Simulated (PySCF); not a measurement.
**Ionisation energy of Mg⁺ by level of theory**

Mg⁺ [Ne] 3s1 (2S) → Mg²⁺ [Ne] (1S), as a difference of total energies. Computed with PySCF 2.14 in aug-cc-pVDZ (5s4p2d, 27 functions), with the non-relativistic Hamiltonian (point nucleus). The calculations carry no spin-orbit coupling.

```
method  ionisation energy (eV)
   UHF                  14.713
r2SCAN                  14.984
  MN15                  14.732
```

For comparison: 15.035 eV (measured; NIST Atomic Spectra Database, ionization energies).
